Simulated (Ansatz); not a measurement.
Frontier orbitals of Cl2GeH6O8Si2 (`O[Si](O)(O)[O][Ge]([Cl])([Cl])[O][Si](O)(O)O`).

Cartesian coordinates in Å:
```
O -0.217 -2.248 0.291
Si 0.609 -1.714 -0.999
O 1.368 -3.002 -1.617
O -0.306 -1.003 -2.142
O 1.715 -0.587 -0.493
Ge 1.836 0.326 0.970
Cl 2.486 -0.816 2.619
Cl 3.179 1.927 0.625
O 0.285 1.027 1.396
Si -1.124 1.329 0.661
O -2.006 -0.041 0.817
O -0.978 1.590 -0.950
O -1.823 2.648 1.295
H -0.968 -1.708 0.568
H 1.805 -2.889 -2.461
H -0.525 -0.075 -1.995
H -2.878 -0.050 0.418
H -0.743 2.474 -1.237
H -1.715 2.813 2.233
```

The species carries charge 0 and has multiplicity 1. Correlated methods include outer-core shells of Ge, which these sets cover unevenly. Scalar relativity is left out up to krypton. All single points use the PBE0-D4/def2-TZVP geometry. It is one conformer, not always the lowest. Basis def2-TZVPP, Ansatz.

```csv
functional,HOMO (eV),LUMO (eV)
LC-ωPBE,-11.77,1.23
```

Give HOMO and LUMO (eV) with LDA (SPW92), PBE, revPBE, BLYP, r2SCAN, B97M-V, PBE0, B3LYP, r2SCANh, r2SCAN0, HSE06 (plane-wave form), BHLYP, CAM-B3LYP, ωB97X-V, ωB97M-V, HF. (Best estimate.)

Ansatz gave: 
```csv
functional,HOMO,LUMO
LDA (SPW92),-7.32,-2.48
PBE,-7.11,-2.14
revPBE,-7.02,-2.01
BLYP,-7.00,-2.08
r2SCAN,-7.53,-1.84
B97M-V,-7.62,-1.77
PBE0,-8.87,-1.12
B3LYP,-8.58,-1.44
r2SCANh,-8.19,-1.48
r2SCAN0,-9.18,-0.93
HSE06 (plane-wave form),-8.46,-1.49
BHLYP,-10.57,-0.07
CAM-B3LYP,-10.38,-0.10
ωB97X-V,-11.42,1.08
ωB97M-V,-11.34,0.84
HF,-12.80,2.48
```

B3LYP here is the variant with VWN-RPA as its local correlation; programs differ in this. LC-ωPBE has ω = 0.4 bohr⁻¹. Positive LUMOs are unbound and depend on the basis.
